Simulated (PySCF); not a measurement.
BOBr: from structure and modes to constants

Method: PBE0/[B def2-TZVP, O def2-TZVP, Br def2-TZVP], no relativity, density fitting, PySCF.

The singlet minimum has C∞v symmetry. Masses (u): B 11.00930, O 15.99492, Br 78.91834.

```xyz
3
charge 0 multiplicity 1, angstrom
B     0.0000    0.0000   -1.1856
O     0.0000    0.0000   -2.3886
Br    0.0000    0.0000    0.6495
```

Harmonic wavenumbers (cm⁻¹): 386.1 (π, ×2), 554.4 (σ+, ×1), 2007.4 (σ+, ×1).

(1) Find the principal moments of inertia and the rotational constants. What kind of rotor is it?

(2) What is the harmonic zero-point energy?

(3) Give the standard entropy (298.15 K, 1 bar) by its translational, rotational, vibrational and spin parts, and Cp.

Results:

(1) About the centre of mass I = 140.03 u Å². With B = 16.8576/I this gives 0.1204 cm⁻¹. The molecule is linear.

(2) Half the sum of all 4 wavenumbers, 3334/2 = 1667 cm⁻¹, which is 19.9 kJ/mol (1 cm⁻¹ = 0.0119627 kJ/mol).

(3) Sackur–Tetrode with M = 105.92 u gives 167.0; rotation with symmetry number 1 gives 70.3; vibration 10.7; spin R ln 1 = 0.0. The total is 248.0 J/(mol K), and Cp = 7/2 R + 17.3 = 46.4 J/(mol K).

Other isomers or separated fragments may lie lower.
